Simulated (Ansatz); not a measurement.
All values below come from B3LYP-D3(BJ)/def2-TZVP run with Ansatz (a quantum-chemistry and plane-wave program). No frequencies were computed at this level.

Ansatz 0.2 input:
```yaml
crystal:
  periodic: [false, false, false]
  atoms:
    - { symbol: C, position_ang: [3.193951, -0.968279, -0.524697] }
    - { symbol: C, position_ang: [2.036707, -0.938762, -0.199529] }
    - { symbol: C, position_ang: [0.685855, -0.910806, 0.183301] }
    - { symbol: C, position_ang: [-0.07925, 0.189394, 0.109267] }
    - { symbol: C, position_ang: [-1.464, 0.217646, 0.500537] }
    - { symbol: C, position_ang: [-2.226478, 1.306241, 0.428882] }
    - { symbol: H, position_ang: [4.203558, -0.994803, -0.80822] }
    - { symbol: H, position_ang: [0.278393, -1.845536, 0.550447] }
    - { symbol: H, position_ang: [0.346027, 1.113372, -0.260705] }
    - { symbol: H, position_ang: [-1.878606, -0.712733, 0.868949] }
    - { symbol: H, position_ang: [-3.260214, 1.301318, 0.728145] }
    - { symbol: H, position_ang: [-1.835939, 2.24295, 0.065799] }
basis:
  gaussian: { orbitals: def2-tzvp }
hamiltonian:
  xc: b3lyp
  dispersion: d3bj
relax:
  max_steps: 150
```

Output:

```
Functional definition: B3LYP
1344 factors; their error is unknown
mean field evaluation 1: about -6308.2326 eV, gradient 6.8e1 eV
mean field evaluation 2: about -6306.2230 eV, gradient 7.1e1 eV
mean field evaluation 4: about -6319.3289 eV, gradient 7.8e0 eV
mean field evaluation 8: about -6319.4720 eV, gradient 2.4e-1 eV
mean field evaluation 16: about -6319.4570 eV, gradient 7.6e-3 eV
mean field -6319.45698596 eV, -232.2357607521 hartree, gradient 1.7e-5 eV, S^2 0.000000; 0 other end points of the search recorded, 0 dependent functions left out
reference -6319.45728438 eV, -232.2357717189 hartree; 21, 21 occupied and 201, 201 virtual orbitals, 1344 factors
relax step   1: F+E_penalty+E_count = -6319.88052763 eV  Δ(F+E_penalty+E_count) = +0.000e0 eV  max|allowed force component| = 5.160e-1 eV/Å  Δτ_max = 0.0000 Å  (33 SCF iters, accepted)
these checks for a lower state are left out or cut short: starts, cluster_reference, orbital_swaps, neighbouring_geometries, increment
1344 factors; their error is unknown
mean field -6319.46917114 eV, -232.2362085492 hartree, gradient 2.5e-5 eV, S^2 0.000000; 0 other end points of the search recorded, 0 dependent functions left out
reference -6319.46947053 eV, -232.2362195517 hartree; 21, 21 occupied and 201, 201 virtual orbitals, 1344 factors
relax step   2: F+E_penalty+E_count = -6319.89133970 eV  Δ(F+E_penalty+E_count) = -1.081e-2 eV  max|allowed force component| = 1.183e-1 eV/Å  Δτ_max = 0.0269 Å  (35 SCF iters, accepted)
these checks for a lower state are left out or cut short: starts, cluster_reference, orbital_swaps, neighbouring_geometries, increment
1344 factors; their error is unknown
mean field evaluation 32: about -6319.4710 eV, gradient 4.4e-4 eV
mean field -6319.47098175 eV, -232.2362750880 hartree, gradient 2.5e-5 eV, S^2 0.000000; 0 other end points of the search recorded, 0 dependent functions left out
reference -6319.47128157 eV, -232.2362861061 hartree; 21, 21 occupied and 201, 201 virtual orbitals, 1344 factors
relax step   3: F+E_penalty+E_count = -6319.89260980 eV  Δ(F+E_penalty+E_count) = -1.270e-3 eV  max|allowed force component| = 3.725e-2 eV/Å  Δτ_max = 0.0160 Å  (34 SCF iters, accepted)
these checks for a lower state are left out or cut short: starts, cluster_reference, orbital_swaps, neighbouring_geometries, increment
1344 factors; their error is unknown
mean field -6319.47110017 eV, -232.2362794399 hartree, gradient 2.5e-5 eV, S^2 0.000000; 0 other end points of the search recorded, 0 dependent functions left out
reference -6319.47140007 eV, -232.2362904610 hartree; 21, 21 occupied and 201, 201 virtual orbitals, 1344 factors
relax step   4: F+E_penalty+E_count = -6319.89263913 eV  Δ(F+E_penalty+E_count) = -2.933e-5 eV  max|allowed force component| = 3.714e-2 eV/Å  Δτ_max = 0.0081 Å  (35 SCF iters, accepted)
these checks for a lower state are left out or cut short: starts, cluster_reference, orbital_swaps, neighbouring_geometries, increment
1344 factors; their error is unknown
mean field -6319.47140095 eV, -232.2362904932 hartree, gradient 8.9e-6 eV, S^2 0.000000; 0 other end points of the search recorded, 0 dependent functions left out
reference -6319.47170084 eV, -232.2363015140 hartree; 21, 21 occupied and 201, 201 virtual orbitals, 1344 factors
relax step   5: F+E_penalty+E_count = -6319.89292364 eV  Δ(F+E_penalty+E_count) = -2.845e-4 eV  max|allowed force component| = 1.167e-2 eV/Å  Δτ_max = 0.0119 Å  (35 SCF iters, accepted)
these checks for a lower state are left out or cut short: starts, cluster_reference, orbital_swaps, neighbouring_geometries, increment
1344 factors; their error is unknown
mean field -6319.47142431 eV, -232.2362913518 hartree, gradient 2.5e-5 eV, S^2 0.000000; 0 other end points of the search recorded, 0 dependent functions left out
reference -6319.47172423 eV, -232.2363023737 hartree; 21, 21 occupied and 201, 201 virtual orbitals, 1344 factors
relax step   6: F+E_penalty+E_count = -6319.89293232 eV  Δ(F+E_penalty+E_count) = -8.680e-6 eV  max|allowed force component| = 1.784e-3 eV/Å  Δτ_max = 0.0018 Å  (35 SCF iters, accepted)
1344 factors; their error is unknown
mean field evaluation 64: about -6308.3862 eV, gradient 6.7e1 eV
mean field -6319.47142431 eV, -232.2362913518 hartree, gradient 2.5e-5 eV, S^2 0.000000; 1 other end points of the search recorded, 0 dependent functions left out
reference -6319.47172423 eV, -232.2363023737 hartree; 21, 21 occupied and 201, 201 virtual orbitals, 1344 factors
Total energy: -6319.89323224 eV, -232.2517925074 hartree
Atom 0 at     3.216745    -0.993716    -0.524261 Å, force    -0.000054    -0.001579     0.000451 eV/Å
Atom 1 at     2.056824    -0.931902    -0.206611 Å, force     0.000281     0.000595    -0.000147 eV/Å
Atom 2 at     0.696968    -0.894044     0.175135 Å, force    -0.000961     0.001651    -0.000250 eV/Å
Atom 3 at    -0.080017     0.202395     0.105616 Å, force     0.000363    -0.001482     0.000377 eV/Å
Atom 4 at    -1.468598     0.223252     0.500311 Å, force     0.001784     0.001615    -0.000697 eV/Å
Atom 5 at    -2.247647     1.306723     0.435009 Å, force     0.000830    -0.000597    -0.000164 eV/Å
Atom 6 at     4.239476    -1.040916    -0.806257 Å, force    -0.000013     0.000766    -0.000273 eV/Å
Atom 7 at     0.272343    -1.822614     0.546038 Å, force     0.000094    -0.000603     0.000125 eV/Å
Atom 8 at     0.346857     1.128551    -0.265269 Å, force     0.000189     0.000643    -0.000289 eV/Å
Atom 9 at    -1.882261    -0.710866     0.869569 Å, force    -0.001737    -0.000301     0.000493 eV/Å
Atom 10 at    -3.284341     1.279411     0.741241 Å, force    -0.000535    -0.000487     0.000216 eV/Å
Atom 11 at    -1.866345     2.253727     0.071654 Å, force    -0.000241    -0.000220     0.000158 eV/Å
Dipole moment:    -0.125614     0.044357     0.024381 e Å
```

Cost: around 80 core-seconds (rough).
